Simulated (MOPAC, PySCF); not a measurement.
H2F2Ge, SMILES `[GeH2]([F])[F]`, neutral singlet in the gas phase. 

Cartesian coordinates (Å):
```xyz
5

F     -1.0031     1.3245    -0.1483
Ge    -0.0368    -0.1084     0.0113
F      1.6060     0.4493    -0.0372
H     -0.2742    -0.9731    -1.2259
H     -0.2919    -0.6923     1.4001
```
Charge 0, multiplicity 1.

All levels are single points at this geometry (B3LYP-D3(BJ)/def2-TZVP); Pople sets use spherical d functions. Orbital energies aren't observables, and empty levels follow the basis.

| level | HOMO (eV) | LUMO (eV) | gap (eV) | dipole (D) | vertical IE, Delta-SCF (eV) |
|---|---|---|---|---|---|
| B3LYP-D3(BJ)/def2-TZVP in PySCF | -9.86 | -0.35 | 9.50 | 2.66 | – |
| PBE-D3(BJ)/def2-TZVP in PySCF | -8.46 | -0.94 | 7.53 | 2.48 | – |
| B3LYP/3-21G in PySCF | -9.16 | 0.58 | 9.75 | 2.48 | – |
| B3LYP/6-311+G** (LANL2DZ on Ge) in PySCF | -10.12 | -0.74 | 9.38 | 3.30 | – |
| B3LYP/6-31G* in PySCF | -9.53 | -0.04 | 9.49 | 2.55 | 12.39 |
| B3LYP/LANL2DZ in PySCF | -10.06 | -0.33 | 9.73 | 3.42 | – |
| BP86/6-31G* in PySCF | -8.21 | -0.59 | 7.61 | 2.36 | – |
| PBE/6-31G* in PySCF | -8.08 | -0.60 | 7.48 | 2.35 | 11.79 |
| SVWN5/6-31G* in PySCF | -8.16 | -0.83 | 7.33 | 2.44 | 11.90 |
| HF/6-31G* in PySCF | -13.72 | 3.23 | 16.95 | 3.01 | 12.91 |
| PM3 in MOPAC | -11.97 | 0.08 | 12.05 | 2.39 | – |
| PM6 in MOPAC | -11.92 | 0.56 | 12.49 | 4.00 | – |
| PM7 in MOPAC | -11.68 | -0.92 | 10.76 | 4.95 | – |
